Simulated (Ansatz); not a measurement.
Geometry optimisation, RKS B3LYP/def2-SVP (Ansatz).

input.yaml

```yaml
crystal:
  periodic: [false, false, false]
  atoms:
    - { symbol: Zr, position_ang: [0.0, 0.0, 0.0] }
    - { symbol: O, position_ang: [0.0, 0.0, 2.42] }
    - { symbol: H, position_ang: [-0.9095, -0.2814, 2.7571] }
    - { symbol: Cl, position_ang: [2.3764, 0.0, -0.8392] }
    - { symbol: F, position_ang: [-0.9326, 1.6157, -0.6593] }
    - { symbol: Cl, position_ang: [-1.1869, -2.0563, -0.8392] }
    - { symbol: Si, position_ang: [1.5188, -2.3064, 0.9176] }
    - { symbol: H, position_ang: [0.7001, -3.509, 0.7954] }
    - { symbol: H, position_ang: [2.722, -2.4528, 0.1037] }
    - { symbol: H, position_ang: [1.8974, -2.1161, 2.3147] }
    - { symbol: H, position_ang: [0.7523, -1.1424, 2.1872] }
basis:
  gaussian: { orbitals: def2-SVP }
hamiltonian:
  xc: b3lyp
relax:
  f_tol: 0.15
  max_steps: 25
  restrain:
    - { distance: [0, 6], at: 2.61, k: 30.0 }
    - { distance: [10, 1], at: 1.01, k: 30.0 }
    - { distance: [0, 1], at: 3.27, k: 30.0 }
    - { distance: [10, 6], at: 2.66, k: 30.0 }
```

Command:

```bash
$ ansatz run input.yaml --threads 4 --pin off --max-ram 5120MiB --backend cpu --events-out ev --progress --plain --runs-dir out
```

Q: Where does it end, and by what steps?

A: It converged. The restraints hold the end off the free minimum. After 23 steps the energy has fallen by 2.779 eV (the restraints' own energy left out); F5 moved furthest, 1.71 Å. Parted: Zr1–O2 (2.42 → 3.26 Å). Joined: O2–H11 (1.39 → 0.99 Å).

```json
{"step": "0", "energy less start (eV)": "0.0000", "largest force component (eV/Å)": "1.933", "accepted": "yes"}
{"step": "1", "energy less start (eV)": "-0.3852", "largest force component (eV/Å)": "2.760", "accepted": "yes"}
{"step": "2", "energy less start (eV)": "-0.7351", "largest force component (eV/Å)": "3.015", "accepted": "yes"}
{"step": "3", "energy less start (eV)": "-1.0196", "largest force component (eV/Å)": "2.835", "accepted": "yes"}
{"step": "4", "energy less start (eV)": "-1.5267", "largest force component (eV/Å)": "2.895", "accepted": "yes"}
{"step": "5", "energy less start (eV)": "-2.0053", "largest force component (eV/Å)": "1.694", "accepted": "yes"}
{"step": "6", "energy less start (eV)": "-2.2160", "largest force component (eV/Å)": "1.276", "accepted": "yes"}
{"step": "7", "energy less start (eV)": "-2.3533", "largest force component (eV/Å)": "0.920", "accepted": "yes"}
{"step": "8", "energy less start (eV)": "-2.4673", "largest force component (eV/Å)": "0.875", "accepted": "yes"}
{"step": "9", "energy less start (eV)": "-2.5193", "largest force component (eV/Å)": "0.920", "accepted": "yes"}
{"step": "10", "energy less start (eV)": "-2.5311", "largest force component (eV/Å)": "0.999", "accepted": "yes"}
{"step": "11", "energy less start (eV)": "-2.5817", "largest force component (eV/Å)": "0.891", "accepted": "yes"}
{"step": "12", "energy less start (eV)": "-2.6026", "largest force component (eV/Å)": "0.787", "accepted": "yes"}
{"step": "13", "energy less start (eV)": "-2.5919", "largest force component (eV/Å)": "1.162", "accepted": "no"}
{"step": "14", "energy less start (eV)": "-2.6097", "largest force component (eV/Å)": "0.793", "accepted": "yes"}
{"step": "15", "energy less start (eV)": "-2.6171", "largest force component (eV/Å)": "0.771", "accepted": "yes"}
{"step": "16", "energy less start (eV)": "-2.6295", "largest force component (eV/Å)": "0.850", "accepted": "yes"}
{"step": "17", "energy less start (eV)": "-2.6444", "largest force component (eV/Å)": "1.061", "accepted": "yes"}
{"step": "18", "energy less start (eV)": "-2.6455", "largest force component (eV/Å)": "1.506", "accepted": "yes"}
{"step": "19", "energy less start (eV)": "-2.7187", "largest force component (eV/Å)": "1.029", "accepted": "yes"}
{"step": "20", "energy less start (eV)": "-2.7514", "largest force component (eV/Å)": "0.934", "accepted": "yes"}
{"step": "21", "energy less start (eV)": "-2.7419", "largest force component (eV/Å)": "1.115", "accepted": "no"}
{"step": "22", "energy less start (eV)": "-2.7708", "largest force component (eV/Å)": "0.828", "accepted": "yes"}
{"step": "23", "energy less start (eV)": "-2.7787", "largest force component (eV/Å)": "0.780", "accepted": "yes"}
```

```xyz
11
Properties=species:S:1:pos:R:3
Zr 0.442 -0.269 -0.589
O -0.689 -0.628 2.442
H -1.137 -1.480 2.544
Cl 1.924 -0.261 -2.405
F 0.507 1.437 0.240
Cl -1.627 -1.229 -1.192
Si 1.649 -1.992 1.014
H 0.720 -3.063 1.514
H 2.844 -2.708 0.453
H 2.123 -1.274 2.256
H 0.181 -0.781 2.879
```

Run time: 91 s on 4 threads of Arm Neoverse V1 (shared host), peak memory 0.4 GiB.
